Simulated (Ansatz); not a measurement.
A structure relaxed at PBE0-D4/def2-TZVP, charge 0, multiplicity 1:

```xyz
16

C    -0.330   -1.862    1.677
C    -0.168   -0.379    2.007
Al    0.073    0.807    0.475
Cl    0.304    2.870    0.884
C     0.114    0.238   -1.392
C     0.309    1.326   -2.446
H    -1.199   -2.043    1.038
H    -0.461   -2.471    2.576
H     0.539   -2.258    1.145
H     0.685   -0.226    2.682
H    -1.032   -0.014    2.577
H     0.900   -0.525   -1.479
H    -0.817   -0.315   -1.581
H    -0.485    2.075   -2.403
H     0.320    0.916   -3.460
H     1.250    1.862   -2.300
```

**Question.** Give its formula and SMILES.

**Answer.** C4H10AlCl, `C[CH2][Al]([Cl])[CH2]C`.

**Question.** Point group (tolerance 0.08 Å, 0.16 Å for H)?

**Answer.** Cs.

**Question.** Summarise the bond lengths by kind.

**Answer.** 2 × C–C 1.527 to 1.529 Å; 10 × C–H 1.093 to 1.099 Å; 2 × Al–C 1.953 Å; 1 × Al–Cl 2.115 Å.

Computed with Ansatz.
